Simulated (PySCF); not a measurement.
**How good is the calculation?**

Molfile (atoms numbered from 1):
```
C2H6Cl4Si2
     RDKit          3D

 14 13  0  0  0  0  0  0  0  0999 V2000
   -0.0918   -1.8859   -0.1844 C   0  0  0  0  0  0  0  0  0  0  0  0
   -0.2786   -0.0561   -0.4922 Si  0  0  0  0  0  4  0  0  0  0  0  0
   -1.6975    0.7312    0.4259 C   0  0  0  0  0  0  0  0  0  0  0  0
   -0.4980    0.2780   -2.5349 Cl  0  0  0  0  0  0  0  0  0  0  0  0
    1.6972    1.0086    0.1325 Si  0  0  0  0  0  4  0  0  0  0  0  0
    3.3356    0.1609   -0.7806 Cl  0  0  0  0  0  0  0  0  0  0  0  0
    1.9235    0.7852    2.1768 Cl  0  0  0  0  0  0  0  0  0  0  0  0
    1.6633    3.0233   -0.2929 Cl  0  0  0  0  0  0  0  0  0  0  0  0
    0.7643   -2.2868   -0.7470 H   0  0  0  0  0  0  0  0  0  0  0  0
   -0.9992   -2.4267   -0.4951 H   0  0  0  0  0  0  0  0  0  0  0  0
    0.0794   -2.0705    0.8881 H   0  0  0  0  0  0  0  0  0  0  0  0
   -1.5482    0.6173    1.5114 H   0  0  0  0  0  0  0  0  0  0  0  0
   -1.7589    1.8047    0.1937 H   0  0  0  0  0  0  0  0  0  0  0  0
   -2.6523    0.2577    0.1497 H   0  0  0  0  0  0  0  0  0  0  0  0
  1  2  1  0
  2  3  1  0
  2  4  1  0
  2  5  1  0
  5  6  1  0
  5  7  1  0
  5  8  1  0
  1  9  1  0
  1 10  1  0
  1 11  1  0
  3 12  1  0
  3 13  1  0
  3 14  1  0
M  END
```

The experiment to reproduce: δ $^{29}$Si Si2 15.7; Si5 7.8 ppm (measured; solution; U. Herzog, Habilitationsschrift, TU Bergakademie Freiberg, 2002/2003).

A single conformation, non-relativistic Hamiltonian, averaged over atoms made equivalent by symmetry, fast rotation or ring inversion, in vacuum. Geometry from PBE0-D3(BJ)/def2-SVP; shielding tensors at B97-2/pcSseg-1 (GIAO); PySCF 2.14.

**Question.** Set the calculated values beside the experiment.

**Answer.** 
Reference values: measured (solution; U. Herzog, Habilitationsschrift, TU Bergakademie Freiberg, 2002/2003).
```
atoms            quantity  reference  computed
  Si2  δ $^{29}$Si vs TMS       15.7      25.6
  Si5  δ $^{29}$Si vs TMS        7.8      38.3
```

Computed shifts are σ(ref) − σ with the named reference compound (TMS for H and C) calculated as an isolated molecule at the same level.

**Question.** How far are the unscaled $^{29}$Si shifts from the references?

**Answer.** Mean signed difference +20.20 ppm, mean absolute 20.20 ppm over 2 comparisons; the largest is +30.5 ppm at Si5 (silicon bonded to 3 Cl, Si).
